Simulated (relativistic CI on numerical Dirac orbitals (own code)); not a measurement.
## Exchange splitting of the 3s photoelectron line of Co⁴⁺

Problem. Co⁴⁺ ([Ar] 3d5) has the spin S = 5/2. The exchange integral with a hole in 3s, calculated from Dirac-KLI orbitals and scaled by 0.8, is G^2(3s,3d) = 11.207 eV, with l = 2 the orbital momentum of the open shell. Find the splitting and the intensity ratio of the 3s line.

Working.
1. The electron left in 3s couples its spin to S, giving S + ½ = 3 and S − ½ = 2.
2. Van Vleck's theorem gives ΔE = (2S + 1) G^l/(2l + 1) = 6 × 11.207/5 = 13.45 eV, with the high-spin state at lower binding energy.
3. The intensities follow the multiplicities, (2S + 2) : 2S = (S + 1) : S = 1.40.

Check. The full multiplet calculation with spin-orbit coupling puts the centres of the two groups of its strongest lines 13.45 eV apart, as it must for an S-state ion. Measured splittings are much smaller, often about half, when hole and open shell share n, because correlation inside the n = 3 shell lowers the low-spin state; the low-spin line also loses weight to satellites, so measured ratios exceed (S + 1)/S. The splitting still grows with S and serves to read the spin state.
